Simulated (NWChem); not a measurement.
System: CH₆F₂Si₂; SMILES F[SiH](F)C[SiH3]

Here is an NWChem input.

```
start job
memory heap 200 mb stack 900 mb global 1100 mb
geometry units angstroms noautosym nocenter noautoz
  Si    -0.132537    -2.002563     0.312077
  C      0.162855    -0.674045    -1.019022
  Si     0.016833     1.070040    -0.392523
  F     -1.057294     1.100552     0.839755
  F      1.448570     1.547663     0.227140
  H      0.241980    -3.355039    -0.230513
  H     -1.580116    -2.022628     0.709049
  H      0.711976    -1.713606     1.520736
  H     -0.566855    -0.830323    -1.842588
  H      1.177116    -0.808036    -1.452564
  H     -0.415223     2.089686    -1.394634
end
basis spherical
  * library 6-31g*
end
dft
  xc pbe0
  iterations 150
end
cosmo
  do_cosmo_smd true
  solvent water
end
task dft energy
```

Output (shortened):

```
             Northwest Computational Chemistry Package (NWChem) 7.3.0
             --------------------------------------------------------

                             Geometry "geometry" -> ""
                             -------------------------

 Output coordinates in angstroms (scale by  1.889725989 to convert to a.u.)

  No.       Tag          Charge          X              Y              Z
 ---- ---------------- ---------- -------------- -------------- --------------
    1 Si                  14.0000    -0.13253700    -2.00256300     0.31207700
    2 C                    6.0000     0.16285500    -0.67404500    -1.01902200
    3 Si                  14.0000     0.01683300     1.07004000    -0.39252300
    4 F                    9.0000    -1.05729400     1.10055200     0.83975500
    5 F                    9.0000     1.44857000     1.54766300     0.22714000
    6 H                    1.0000     0.24198000    -3.35503900    -0.23051300
    7 H                    1.0000    -1.58011600    -2.02262800     0.70904900
    8 H                    1.0000     0.71197600    -1.71360600     1.52073600
    9 H                    1.0000    -0.56685500    -0.83032300    -1.84258800
   10 H                    1.0000     1.17711600    -0.80803600    -1.45256400
   11 H                    1.0000    -0.41522300     2.08968600    -1.39463400

 Effective nuclear repulsion energy (a.u.)     304.2977135605

                                 NWChem DFT Module
                                 -----------------

 Summary of "ao basis" -> "ao basis" (spherical)
 ------------------------------------------------------------------------------
       Tag                 Description            Shells   Functions and Types
 ---------------- ------------------------------  ------  ---------------------
 Si                          6-31g*                  8       18   4s3p1d
 C                           6-31g*                  6       14   3s2p1d
 F                           6-31g*                  6       14   3s2p1d
 H                           6-31g*                  2        2   2s

 in cosmo_initialize ...
 calling solv_data for solv:h2o

 solvent parameters
 solvname_short: h2o
 solvname_long:  water
 dielec:       78.4000
 dielecinf:     1.7769
 aqueous SMD model solvent descriptors
 dielec:       78.4000
 sola:          0.8200

[...]

                                COSMO-SMD solvation results
                                ---------------------------

             internal energy in gas <Psi(g)|H|Psi(g)> =      -819.985823186189
         internal energy in solvent <Psi(s)|H|Psi(s)> =      -819.984761246998
                               delta internal energy  =         0.001061939192 (    0.67 kcal/mol)
   total free energy in solvent <Psi(s)|H+V/2|Psi(s)> =      -819.991841439068
 polarization energy contribution <Psi(s)|V/2|Psi(s)> =        -0.007080192070 (   -4.44 kcal/mol)
    total free energy in solvent including G(SMD-CDS) =      -819.984999899285
                       G(SMD-CDS) energy contribution =         0.006841539783 (    4.29 kcal/mol)
     1 M fixed-concentration free energy of solvation =         0.000823286905 (    0.52 kcal/mol)

                       DFT Final Molecular Orbital Analysis
                       ------------------------------------

 Vector   27  Occ=2.000000D+00  E=-3.499069D-01
              MO Center= -4.8D-01, -1.8D+00,  5.7D-01, r^2= 2.7D+00
   Bfn.  Coefficient  Atom+Function         Bfn.  Coefficient  Atom+Function
  ----- ------------  ---------------      ----- ------------  ---------------
     7      0.379616   1 Si px               82     -0.304099   7 H  s
    81     -0.260332   7 H  s                84      0.226147   8 H  s
    83      0.190496   8 H  s                 3     -0.156442   1 Si px
    21     -0.138739   2 C  px               25     -0.093414   2 C  px
    87     -0.084880  10 H  s                11      0.080847   1 Si px

 Vector   28  Occ=2.000000D+00  E=-3.448995D-01
              MO Center=  9.0D-02, -1.6D+00,  1.3D-01, r^2= 3.2D+00
   Bfn.  Coefficient  Atom+Function         Bfn.  Coefficient  Atom+Function
  ----- ------------  ---------------      ----- ------------  ---------------
     9      0.358462   1 Si pz               23     -0.277865   2 C  pz
    84      0.231857   8 H  s                83      0.197318   8 H  s
    27     -0.188658   2 C  pz               80     -0.180401   6 H  s
     5     -0.149863   1 Si pz               79     -0.146698   6 H  s
    82      0.122779   7 H  s                81      0.106473   7 H  s

 Vector   29  Occ=2.000000D+00  E=-3.214813D-01
              MO Center=  5.1D-02, -4.6D-01, -6.6D-01, r^2= 4.4D+00
   Bfn.  Coefficient  Atom+Function         Bfn.  Coefficient  Atom+Function
  ----- ------------  ---------------      ----- ------------  ---------------
    22      0.362608   2 C  py               40     -0.278720   3 Si py
    90     -0.248939  11 H  s                26      0.245813   2 C  py
     8     -0.243468   1 Si py               80      0.193596   6 H  s
    89     -0.167650  11 H  s                79      0.155348   6 H  s
    68      0.140172   5 F  py               36      0.113993   3 Si py

 Vector   30  Occ=0.000000D+00  E= 3.709161D-02
              MO Center=  1.9D-02, -1.2D+00, -5.3D-02, r^2= 6.7D+00
   Bfn.  Coefficient  Atom+Function         Bfn.  Coefficient  Atom+Function
  ----- ------------  ---------------      ----- ------------  ---------------
    24      0.942814   2 C  s                13      0.917544   1 Si pz
    12     -0.511514   1 Si py               43     -0.383919   3 Si px
    84     -0.362165   8 H  s                45      0.271733   3 Si pz
     9      0.259217   1 Si pz               27      0.251426   2 C  pz
    10     -0.243969   1 Si s                42     -0.240457   3 Si s

[...]
```

Level: PBE0/6-31G* (spherical d), SMD on the gas-phase geometry. All runs use the structure optimised with PBE-D3(BJ)/def2-SVP. Solvent: water.
